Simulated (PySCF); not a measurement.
**Simulated characterisation data**

[PySCF 2.14: shielding tensors at PBE0/pcSseg-1 (GIAO); GFN2-xTB geometry; spin–spin couplings from B3LYP/pcJ-1; non-relativistic Hamiltonian; no solvent model; one averaged value for each set of equivalent atoms; one computed conformer]

Chemical shifts δ = σref − σ; 1H and 13C vs TMS, all at this level. Multiplet labels drop J under 1 Hz and among equivalent protons, and merge close values. Unscaled 3J(H,H) run several per cent high. Where no couplings were computed, multiplicities follow the n + 1 count of equivalent neighbours, and m marks all less simple cases (inequivalent or close neighbours, rings, F or P nearby). One-bond C–F couplings are unscaled and too large by tens of Hz. Acid and N–H amide carbonyl carbons lie up to 10 ppm further downfield in solution (hydrogen bonding). Shifts are as computed. Against solution values, carbons near 30 ppm lie about +3 ppm off and those near 130 ppm about +5 ppm; carbons on Cl a further +6 ppm. Of 1211 compounds with measured shifts, 218 miss one by over three times the rms of a fit or turn the order of signals round; such compounds aren't used in these exercises. Carbons bonded to Cl come out too deshielded. OH and NH positions are gas-phase values without hydrogen bonding to other molecules.

Compound 1 (C$_{2}$H$_{2}$F$_{2}$O$_{2}$). 1H NMR (400 MHz, computed): δ 6.57 (br s, 1H), 6.24 (t, J = 58.6 Hz, 1H). 13C{1H} NMR (computed): δ 166.8 (C, t, J = 28.7 Hz), 113.9 (CH, t, J = 313.6 Hz). Structure: SMILES O=C(O)C(F)F.

Compound 2 (C$_{6}$H$_{10}$Cl$_{2}$O). 1H NMR (400 MHz, computed): δ 7.25 (t, 1H), 6.21 (s, 1H), 3.97 (t, 2H), 2.18 (m, 2H), 1.89 (s, 3H), -0.08 (br s, 1H). 13C{1H} NMR (computed): δ 139.4 (CH), 139.1 (C), 88.8 (CH), 68.1 (CH2), 38.6 (CH2), 18.2 (CH3). Structure: `OCC/C=C(\C)C(Cl)Cl`.
